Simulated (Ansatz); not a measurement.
A geometry relaxed with r2SCAN-D4/def2-SVP (Ansatz, an electronic-structure program), charge 0, multiplicity 1:

```xyz
5

H      0.5402     1.6145    -0.1542
Sn     0.0002    -0.0001    -0.0001
H     -0.7679    -0.2001     1.5140
H      1.3353    -1.0626    -0.1059
H     -1.1078    -0.3517    -1.2537
```

Problem. Write the SMILES of this molecule.

Solution. `[SnH4]`
